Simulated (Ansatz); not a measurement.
`CC(=O)[O][GeH3]`. The species carries charge 0 and has multiplicity 1.

Z-matrix (Å, degrees):
```
C
C 1 1.497
H 1 1.092 2 109.6
H 1 1.087 2 110.0 3 121.2
H 1 1.092 2 109.6 3 -117.4
O 2 1.209 1 124.8 3 -120.7
O 2 1.328 1 113.2 3 59.3
Ge 7 1.834 2 112.9 1 -179.9
H 8 1.529 7 109.1 2 62.4
H 8 1.529 7 109.1 2 -62.4
H 8 1.534 7 100.1 2 180.0
```

Question: What are the harmonic wavenumbers in cm⁻¹ at PBE0-D4/def2-TZVP (Ansatz, finite differences of forces, unscaled)? (An estimate is asked.)

Answer: The calculation gave: 77, 120, 139, 194, 337, 553, 585, 620, 650, 745, 841, 862, 879, 960, 1024, 1066, 1319, 1400, 1459, 1468, 1790, 2185, 2198, 2207, 3074, 3144, 3189.

Question: Is this a minimum?

Answer: Yes, all 27 modes are real.

Question: Give the ideal-gas thermochemistry at 298.15 K and 1 bar (rigid rotor, harmonic oscillator; point group Cs, symmetry number 1).

Answer: Zero-point energy 197.9 kJ/mol; H(298) − E = 218.7 kJ/mol; entropy 350.4 J/(mol·K), of which translation 170.0, rotation 112.7, vibration 67.7; G(298) − E = 114.2 kJ/mol. Modes under 100 cm⁻¹ are hindered rotations or soft bends, so the harmonic entropy is rough.

Question: And at 400, 500, 600, 800 and 1000 K?

Answer: 
```
T (K)  H − E (kJ/mol)  S (J/mol/K)  G − E (kJ/mol)
  400           230.6        384.7            76.8
  500           244.4        415.4            36.7
  600           259.9        443.6            -6.2
  800           294.8        493.6          -100.1
 1000           333.7        537.0          -203.3
```

Question: Rotational constants (cm⁻¹)?

Answer: 0.3327, 0.05714, 0.05017.
